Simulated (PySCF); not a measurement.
H$_{6}$FGeNSi, singlet, at a GFN2-xTB geometry, atoms displaced at random by about 0.03 Å a coordinate; PBE/STO-3G, gradient (PySCF).

Here is a job for PySCF.
```python
from pyscf import gto, scf, dft

mol = gto.Mole()
mol.atom = '''
    Si    1.58296928   -0.55746229    0.08206987
    F     2.73907613   -0.12923184   -0.96718506
    N     0.23581473    0.24991395   -0.46532338
    Ge   -1.46835784    0.28554005    0.28752106
    H     2.09965802   -0.11783374    1.41031986
    H     1.40310686   -2.01064382    0.00519986
    H     0.42501915    1.12978214   -1.02569411
    H    -2.36112339    0.95844936   -0.66490759
    H    -1.48470333    0.90220577    1.64718494
    H    -1.81163558   -1.18409136    0.38866353
'''
mol.basis = 'sto-3g'
mol.verbose = 3
mol.build()

mf = dft.RKS(mol)
mf.xc = 'pbe'
mf.grids.level = 5
mf.kernel()
g = mf.nuc_grad_method()
g.grid_response = True
grad = g.kernel()
```

Q: Predict the main parts of the log of this PySCF run.

A: 
```
converged SCF energy = -2494.5265754089
--------------- RKS gradients ---------------
         x                y                z
0 Si    -0.0395172075     0.0208908603    -0.0248795204
1 F    -0.0220923587    -0.0055797083     0.0182545590
2 N     0.0897127037    -0.0414038091     0.0048077946
3 Ge    -0.0170909657     0.0167608188     0.0094695534
4 H     0.0064063186     0.0073148232     0.0013692474
5 H     0.0043085557     0.0010260633    -0.0078193729
6 H    -0.0013446899     0.0117377680    -0.0083621468
7 H    -0.0158050830     0.0106489266    -0.0174801416
8 H     0.0003054237     0.0109525069     0.0250526811
9 H    -0.0048826969    -0.0323482498    -0.0004126539
----------------------------------------------
```
